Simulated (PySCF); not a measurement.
## Ionisation energy of Ne⁶⁺ by level of theory

Ne⁶⁺ [He] 2s2 (1S) → Ne⁷⁺ [He] 2s1 (2S), as a difference of total energies. Computed with PySCF 2.14 in an uncontracted even-tempered set (18 s from 0.56 bohr⁻², ratio 2.2; 9 p from 0.95 bohr⁻², ratio 2.4; 6 d from 2.8 bohr⁻², ratio 2.4; 5 f from 4.3 bohr⁻², ratio 2.4; 5 g from 6.4 bohr⁻², ratio 2.4), with the non-relativistic Hamiltonian (point nucleus). Correlated levels: nothing frozen; virtual orbitals above 40 to 60 times the deepest correlated orbital energy dropped. The calculations carry no spin-orbit coupling.

```csv
method,ionisation energy (eV),difference from reference (eV)
UHF,203.53,-3.74
LDA,204.64,-2.63
PBE,205.35,-1.92
PBE0,205.21,-2.06
r2SCAN,204.31,-2.96
r2SCANh,204.36,-2.91
BLYP,205.25,-2.02
MP2 (all electrons),205.65,-1.62
SCS-MP2 (all electrons),206.04,-1.23
```

Reference: 207.27 eV (measured; NIST Atomic Spectra Database, ionization energies).

These non-relativistic numbers lack the scalar-relativistic shift.
